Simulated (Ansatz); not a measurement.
Geometry optimisation, DFT LDA, scalar-relativistic, plane waves, PAW in Ansatz 0.2.0.

input.yaml

```yaml
crystal:
  lattice:
    - [5.048742, 0.0, 0.0]
    - [0.0, 10.097485, 0.0]
    - [0.0, 0.0, 16.135561]
  atoms:
    - { symbol: H, position: [0.4277868, 0.0, 0.0619749] }
    - { symbol: H, position: [0.0722132, 0.0, 0.0619749] }
    - { symbol: H, position: [0.9277868, 0.0, 0.0619749] }
    - { symbol: H, position: [0.5722132, 0.0, 0.0619749] }
    - { symbol: H, position: [0.4277868, 0.25, 0.0619749] }
    - { symbol: H, position: [0.0722132, 0.25, 0.0619749] }
    - { symbol: H, position: [0.9277868, 0.25, 0.0619749] }
    - { symbol: H, position: [0.5722132, 0.25, 0.0619749] }
    - { symbol: H, position: [0.4277868, 0.5, 0.0619749] }
    - { symbol: H, position: [0.0722132, 0.5, 0.0619749] }
    - { symbol: H, position: [0.9277868, 0.5, 0.0619749] }
    - { symbol: H, position: [0.5722132, 0.5, 0.0619749] }
    - { symbol: H, position: [0.4277868, 0.75, 0.0619749] }
    - { symbol: H, position: [0.0722132, 0.75, 0.0619749] }
    - { symbol: H, position: [0.9277868, 0.75, 0.0619749] }
    - { symbol: H, position: [0.5722132, 0.75, 0.0619749] }
    - { symbol: C, position: [0.25, 0.0, 0.1013104] }
    - { symbol: C, position: [0.75, 0.0, 0.1013104] }
    - { symbol: C, position: [0.25, 0.25, 0.1013104] }
    - { symbol: C, position: [0.75, 0.25, 0.1013104] }
    - { symbol: C, position: [0.25, 0.5, 0.1013104] }
    - { symbol: C, position: [0.75, 0.5, 0.1013104] }
    - { symbol: C, position: [0.25, 0.75, 0.1013104] }
    - { symbol: C, position: [0.75, 0.75, 0.1013104] }
    - { symbol: C, position: [0.25, 0.125, 0.156623] }
    - { symbol: C, position: [0.75, 0.125, 0.156623] }
    - { symbol: C, position: [0.25, 0.375, 0.156623] }
    - { symbol: C, position: [0.75, 0.375, 0.156623] }
    - { symbol: C, position: [0.25, 0.625, 0.156623] }
    - { symbol: C, position: [0.75, 0.625, 0.156623] }
    - { symbol: C, position: [0.25, 0.875, 0.156623] }
    - { symbol: C, position: [0.75, 0.875, 0.156623] }
    - { symbol: C, position: [0.0, 0.125, 0.2119356] }
    - { symbol: C, position: [0.5, 0.125, 0.2119356] }
    - { symbol: C, position: [0.0, 0.375, 0.2119356] }
    - { symbol: C, position: [0.5, 0.375, 0.2119356] }
    - { symbol: C, position: [0.0, 0.625, 0.2119356] }
    - { symbol: C, position: [0.5, 0.625, 0.2119356] }
    - { symbol: C, position: [0.0, 0.875, 0.2119356] }
    - { symbol: C, position: [0.5, 0.875, 0.2119356] }
    - { symbol: C, position: [0.0, 0.0, 0.2672482] }
    - { symbol: C, position: [0.5, 0.0, 0.2672482] }
    - { symbol: C, position: [0.0, 0.25, 0.2672482] }
    - { symbol: C, position: [0.5, 0.25, 0.2672482] }
    - { symbol: C, position: [0.0, 0.5, 0.2672482] }
    - { symbol: C, position: [0.5, 0.5, 0.2672482] }
    - { symbol: C, position: [0.0, 0.75, 0.2672482] }
    - { symbol: C, position: [0.5, 0.75, 0.2672482] }
    - { symbol: C, position: [0.25, 0.0484534, 0.3163633] }
    - { symbol: C, position: [0.75, 0.0484534, 0.3163633] }
    - { symbol: C, position: [0.25, 0.2015466, 0.3163633] }
    - { symbol: C, position: [0.75, 0.2015466, 0.3163633] }
    - { symbol: C, position: [0.25, 0.5484534, 0.3163633] }
    - { symbol: C, position: [0.75, 0.5484534, 0.3163633] }
    - { symbol: C, position: [0.25, 0.7015466, 0.3163633] }
    - { symbol: C, position: [0.75, 0.7015466, 0.3163633] }
    - { symbol: H, position: [0.75, 0.0104409, 0.3802509] }
    - { symbol: H, position: [0.25, 0.2395591, 0.3802509] }
    - { symbol: H, position: [0.75, 0.2395591, 0.3802509] }
    - { symbol: H, position: [0.25, 0.5104409, 0.3802509] }
    - { symbol: H, position: [0.75, 0.5104409, 0.3802509] }
    - { symbol: H, position: [0.25, 0.7395591, 0.3802509] }
    - { symbol: H, position: [0.75, 0.7395591, 0.3802509] }
    - { symbol: O, position: [0.0893116, 0.1025052, 0.3833496], spin: 1.0 }
magnetization:
  spin_polarized: true
basis:
  ecutwfc: 420.0
kpoints:
  mp_grid: { grid: [2, 1, 1] }
hamiltonian:
  xc: lda
  pseudopotentials: { kind: paw, azcp: { folder: soft_1 } }
scf:
  occupations: { method: gaussian, width: 0.05 }
  lower_state_search: "off"
relax:
  f_tol: 0.03
  max_steps: 60
  adjacent_minimum: "off"
  constraints:
    - { sites: [0, 1, 2, 3, 4, 5, 6, 7, 8, 9, 10, 11, 12, 13, 14, 15, 16, 17, 18, 19, 20, 21, 22, 23, 24, 25, 26, 27, 28, 29, 30, 31] }
```

Command:

```bash
$ ansatz run input.yaml --threads 4 --pin off --max-ram 10240MiB --backend cpu --events-out ev --progress --plain --runs-dir out
```

**Question.** Where does it end, and by what steps?

**Answer.** The forces met the threshold. Limits of this set-up: coarse k mesh, thin slab, slab without dipole correction, PAW files made for another functional, a typed lattice constant that wasn't relaxed here. After 12 steps the energy has fallen by 7.620 eV; O64 moved furthest, 1.40 Å.

```csv
step,energy less start (eV),largest force component (eV/Å),accepted
0,0.0000,5.051,yes
1,-3.6144,3.960,yes
2,-5.0963,3.185,yes
3,-6.0109,2.513,yes
4,-6.6095,1.946,yes
5,-7.1275,1.789,yes
6,-7.4138,1.574,yes
7,-7.5603,0.714,yes
8,-7.5509,0.672,no
9,-7.6134,0.139,yes
10,-7.6189,0.111,yes
11,-7.6202,0.036,yes
12,-7.6204,0.015,yes
```

```xyz
64
Lattice="5.0487 0.0000 0.0000 0.0000 10.0975 0.0000 0.0000 0.0000 16.1356" Properties=species:S:1:pos:R:3
H 2.160 0.000 1.000
H 0.365 0.000 1.000
H 4.684 0.000 1.000
H 2.889 0.000 1.000
H 2.160 2.524 1.000
H 0.365 2.524 1.000
H 4.684 2.524 1.000
H 2.889 2.524 1.000
H 2.160 5.049 1.000
H 0.365 5.049 1.000
H 4.684 5.049 1.000
H 2.889 5.049 1.000
H 2.160 7.573 1.000
H 0.365 7.573 1.000
H 4.684 7.573 1.000
H 2.889 7.573 1.000
C 1.262 0.000 1.635
C 3.787 0.000 1.635
C 1.262 2.524 1.635
C 3.787 2.524 1.635
C 1.262 5.049 1.635
C 3.787 5.049 1.635
C 1.262 7.573 1.635
C 3.787 7.573 1.635
C 1.262 1.262 2.527
C 3.787 1.262 2.527
C 1.262 3.787 2.527
C 3.787 3.787 2.527
C 1.262 6.311 2.527
C 3.787 6.311 2.527
C 1.262 8.835 2.527
C 3.787 8.835 2.527
C 0.008 1.254 3.354
C 2.516 1.254 3.354
C -0.003 3.786 3.476
C 2.527 3.786 3.476
C 0.000 6.315 3.340
C 2.524 6.315 3.340
C 0.001 8.840 3.502
C 2.524 8.840 3.502
C -0.021 0.077 4.281
C 2.545 0.077 4.281
C 0.004 2.440 4.313
C 2.520 2.440 4.313
C 0.000 5.137 4.301
C 2.524 5.137 4.301
C 0.000 7.485 4.309
C 2.524 7.485 4.309
C 1.262 0.447 5.251
C 3.786 0.447 5.102
C 1.262 2.115 5.117
C 3.787 2.064 5.106
C 1.262 5.501 5.102
C 3.787 5.500 5.101
C 1.262 7.123 5.112
C 3.787 7.120 5.109
H 3.786 0.008 6.111
H 1.262 2.533 6.137
H 3.786 2.472 6.131
H 1.262 5.068 6.116
H 3.787 5.068 6.116
H 1.262 7.595 6.108
H 3.787 7.554 6.122
O 1.262 -0.088 6.395
```

Whether the end is a true minimum wasn't checked by a vibrational analysis.

Time of the run: 2.9 min on 4 threads of Arm Neoverse V1 (shared host), peak memory 2.3 GiB.
